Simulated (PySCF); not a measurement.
Vertical excitations of a molecule C4H8OSi from TDDFT-PBE/def2-SVPD run with PySCF 2.14.0, as energy in eV (oscillator strength): 4.15 (0.000), 5.06 (0.002), 5.17 (0.000), 5.28 (0.179), 5.99 (0.001), 6.14 (0.023), 6.16 (0.003), 6.31 (0.005), 6.48 (0.000), 6.66 (0.005). Lowest triplet (TDA): 3.58 eV. Geometry optimised at ωB97X-D3(BJ)/def2-SVP. Other conformers were not sampled.

**Question.** Identify the compound among the candidates.
A) C1=CC[SiH2]OC1
B) C=COC(=C)[SiH3]
C) C=C[Si@@H]1CCO1
D) C/C=C1/OC[SiH2]1

**Answer.** D, C/C=C1/OC[SiH2]1
